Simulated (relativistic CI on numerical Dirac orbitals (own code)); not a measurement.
Electric-dipole transitions in Sm⁵⁹⁺

Method of calculation: Dirac-Coulomb-Breit CI, orbitals from a KLI potential per configuration, QED by a radiative potential, unscaled Slater integrals (own radial code, finite nucleus).

Configurations in the expansion (outside the closed core 1s2): 2s, 2p, 3s, 3p, 3d, 4s, 4p, 4d, 4f, 5s, 5p, 5d, 5f, 5g. Levels of other configurations are missing.

```
λ vac (nm)           Lower           Upper   A (s⁻¹)        gf  Branching (%)
   0.12390   2p ²P°1/2 [2]   4d ²D3/2 [12]  2.58e+14  2.38e-01           65.7
   0.13260   2p ²P°3/2 [3]   4d ²D5/2 [13]  2.70e+14  4.28e-01           74.7
   0.16063    2s ²S1/2 [1]   3p ²P°3/2 [6]  2.66e+14  4.11e-01           99.5
   0.16349   2p ²P°1/2 [2]    3d ²D3/2 [7]  7.61e+14  1.22e+00           84.3
   0.16497    2s ²S1/2 [1]   3p ²P°1/2 [5]  3.34e+14  2.73e-01           99.7
   0.17809   2p ²P°3/2 [3]    3d ²D5/2 [8]  8.36e+14  2.38e+00           99.6
   0.17964   2p ²P°3/2 [3]    3d ²D3/2 [7]  1.39e+14  2.68e-01           15.4
   0.32975   3p ²P°1/2 [5]   5d ²D3/2 [19]  3.87e+13  2.53e-01           18.9
   0.34728   3p ²P°3/2 [6]   5d ²D5/2 [20]  4.46e+13  4.84e-01           23.7
   0.34838    3d ²D3/2 [7]  5f ²F°5/2 [21]  5.72e+13  6.24e-01           59.1
   0.35372    3d ²D5/2 [8]  5f ²F°7/2 [23]  5.90e+13  8.85e-01           62.5
   0.46384    3s ²S1/2 [4]  4p ²P°3/2 [11]  3.34e+13  4.31e-01           20.6
   0.47005   3p ²P°1/2 [5]   4d ²D3/2 [12]  7.47e+13  9.89e-01           19.0
   0.47912    3s ²S1/2 [4]  4p ²P°1/2 [10]  4.40e+13  3.03e-01           22.5
   0.50395   3p ²P°3/2 [6]   4d ²D5/2 [13]  9.06e+13  2.07e+00           25.0
   0.50625    3d ²D3/2 [7]  4f ²F°5/2 [14]  1.71e+14  3.94e+00           91.9
   0.51629    3d ²D5/2 [8]  4f ²F°7/2 [15]  1.78e+14  5.70e+00           98.3
    1.0112    4s ²S1/2 [9]  5p ²P°3/2 [18]  7.64e+12  4.69e-01            7.9
    1.0227  4p ²P°1/2 [10]   5d ²D3/2 [19]  1.47e+13  9.23e-01            7.2
    1.0483    4s ²S1/2 [9]  5p ²P°1/2 [17]  1.03e+13  3.40e-01            9.0
    1.0875  4p ²P°3/2 [11]   5d ²D5/2 [20]  1.89e+13  2.01e+00           10.0
    1.0920   4d ²D3/2 [12]  5f ²F°5/2 [21]  3.15e+13  3.38e+00           32.6
    1.1106   4d ²D5/2 [13]  5f ²F°7/2 [23]  3.35e+13  4.96e+00           35.5
    1.1108  4f ²F°5/2 [14]   5g ²G7/2 [22]  5.37e+13  7.95e+00           95.5
    1.1195  4f ²F°7/2 [15]   5g ²G9/2 [24]  5.51e+13  1.04e+01           99.0
    1.4968    2s ²S1/2 [1]   2p ²P°3/2 [3]  1.39e+12  1.87e-01           99.9
    5.1029    3s ²S1/2 [4]   3p ²P°3/2 [6]  2.14e+11  3.34e-01            0.1
    12.212    4s ²S1/2 [9]  4p ²P°3/2 [11]  5.26e+10  4.70e-01            0.0
    13.776  4p ²P°1/2 [10]   4d ²D3/2 [12]  3.01e+10  3.43e-01            0.0
    24.026   5s ²S1/2 [16]  5p ²P°3/2 [18]  1.74e+10  6.01e-01            0.0
```

Terms are leading LS components. Brackets give the number of a level in order of energy, since labels repeat. The list gives strong lines, with weight on those to low levels, without lines whose two gauges differ by over a factor of 2.5. Levels whose partners in the same complex of configurations lie outside the list can be far off, and so can their lines. Rates are taken at the computed energies, electric ones in the length gauge.

At this charge energies of transitions that change n are usually good to better than 1 %, and those within a shell (Δn = 0) to a few per cent.
